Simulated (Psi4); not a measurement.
MoS$_{4}$, charge -2, singlet, geometry from GFN2-xTB (such geometries of metal compounds can be far from the true shape) (core potentials on Mo) (a gas-phase anion, which may not be bound at this level), with bond 2-1 at 1.3 times its length. Base run: PBE/def2-TZVP (Psi4 1.11).

Input for Psi4:
```
memory 2 GB

molecule {
-2 1
  Mo    0.00000000   -0.00000000   -0.00000000
  S     1.73378039   -0.75366577   -2.15826585
  S     1.16980167    0.14940601    1.86556094
  S    -0.92468172    1.95352237   -0.44697852
  S    -1.57879717   -1.52318548    0.24162208
}

set basis def2-tzvp

energy('pbe')
print_variables()
```

Variants of this job, named by their change:

```csv
change,ΔE vs base (µEh),SCF cycles,grid points,basis functions,outcome
base,0.0,15,108807,188,converged
df_basis_scf = cc-pvtz-jkfit,-,-,-,188,input refused
guess = gwh,0.0,24,108807,188,converged
d_convergence = 1e-4,0.0,15,108807,188,converged
guess = sadno,0.0,20,108807,188,converged
soscf = true,0.0,14,108807,188,converged
cholesky_tolerance = 1e-3 (with scf_type cd),-,-,-,188,input refused
d_convergence = 1e-10,0.0,24,108807,188,converged
scf_type = dfdirj+cosx,0.0,16,108807,188,converged
scf_type = disk_df,0.0,15,108807,188,converged
dft_pruning_scheme = treutler,-2.1,15,70319,188,converged
df_basis_scf = def2-universal-jkfit,0.0,15,108807,188,converged
guess = sapgau,0.0,30,108807,188,converged
```

A gas-phase anion may not be bound at this level; its values then depend on the basis.

- df_basis_scf = cc-pvtz-jkfit: ended with `psi4.driver.qcdb.exceptions.BasisSetNotFound: BasisSet::construct: Unable to find a basis set for atom 1 for key JKFIT among:`
- cholesky_tolerance = 1e-3 (with scf_type cd): ended with `Fatal Error: Not enough memory for CD.`
